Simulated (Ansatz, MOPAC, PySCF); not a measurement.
Dimer: NH3 (SMILES N) (first 4 atoms) with Si2H6 (SMILES [SiH3][SiH3]); geometry from B3LYP-D3(BJ)/def2-TZVP, rigid monomers moved along the line of their centres of mass till N1···Si5 is 3.59 Å.
(charge 0, multiplicity 1):
```xyz
12

N     -0.412     0.189     0.961
H     -0.360    -0.694     0.467
H     -1.362     0.534     0.875
H      0.198     0.844     0.486
Si     0.330    -1.223     4.173
Si     0.447     1.111     4.329
H      0.618    -1.854     5.491
H      1.326    -1.751     3.210
H     -1.023    -1.668     3.763
H      0.781     1.535     5.717
H     -0.850     1.739     3.981
H      1.500     1.658     3.440
```

Interaction energies are E(AB) − E(A) − E(B) at the monomers' geometry in the complex; basis-set methods are counterpoise corrected. Rows marked so take none.

Correlated levels freeze the cores. Rows in 3-21G, 6-311+G**, 6-31G* carry no dispersion term and start afresh at each structure (6-31G* with six Cartesian d functions). MP2/6-31G* freezes PySCF's default core. The state that AM1, PM6, PM7 reach isn't checked; PM7 holds dispersion and hydrogen-bond terms.

The values were computed with Ansatz (Gaussian basis) for Hartree–Fock, density functionals and correlated methods; MOPAC for AM1, PM6, PM7 (differences of heats of formation); PySCF for 3-21G rows, 6-311+G** rows, 6-31G* rows, the dispersion terms. 

Other levels give for the interaction energy: PBE/def2-TZVPPD -2.49; B3LYP/def2-TZVPPD -1.78; B3LYP-D3(BJ)/def2-TZVPPD -3.64; wB97M-V/def2-TZVPPD -3.79; CCSD(T)/aug-cc-pV(D+d)Z -3.36 kcal/mol.

Common cheap choices:

| level | interaction energy (kcal/mol) |
|---|---|
| AM1 | 0.06 |
| PM6 | -1.75 |
| PM7 | -1.68 |
| HF/3-21G (no counterpoise) | -6.95 |
| B3LYP/6-31G* (no counterpoise) | -3.75 |
| B3LYP/6-311+G** (no counterpoise) | -2.23 |
| M06-2X/6-31G* (no counterpoise) | -5.70 |
| MP2/6-31G* (no counterpoise) | -4.91 |

Ansatz is a first-principles code.
